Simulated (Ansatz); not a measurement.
Total energies of the cluster AsSe2 (the lowest doublet isomer of a short search) from Ansatz at PBE0-D4/def2-TZVP, gas phase (1 Eh = 27.2114 eV = 2625.5 kJ/mol). The reference geometry is relaxed at PBE0-D4/def2-TZVP.

```xyz
3

As    1.051   -0.582   -0.604
Se   -0.308    1.299   -0.293
Se   -0.743   -0.717    0.896
```

| state | geometry | energy (Eh) |
| --- | --- | --- |
| charge 0 doublet | reference | -7038.18405 |
| charge 1 singlet | reference | -7037.88565 |
| charge 0 quartet | relaxed at PBE0-D4/def2-TZVP | -7038.14218 |
| free As atom (quartet) | – | -2235.53903 |
| free Se atom (triplet) | – | -2401.20505 |

**Question.** Work out the vertical ionisation energy to the singlet.

**Answer.** E(charge 1 singlet) − E(charge 0 doublet) = -7037.88565 − (-7038.18405) = 0.29840 Eh = 8.12 eV. For comparison, −ε of the highest occupied level of the spin that leaves is 6.10 eV at this level, 2.02 eV less.

**Question.** Which of the charge 0 states is lowest, and how far above it are the others?

**Answer.** The doublet. quartet: -7038.14218 − (-7038.18405) = 0.04187 Eh = 109.9 kJ/mol.

**Question.** What is the binding energy per atom against free atoms?

**Answer.** Atoms: 1 × (-2235.53903) + 2 × (-2401.20505) = -7037.94913 Eh. Binding: -7037.94913 − (-7038.18405) = 0.23492 Eh = 6.39 eV, or 2.13 eV for each of 3 atoms (no zero-point energy, no counterpoise term).

A triplet lies near this restricted singlet, and broken spin symmetry wasn't tried. 

The structure comes from a short search, and lower isomers may exist.
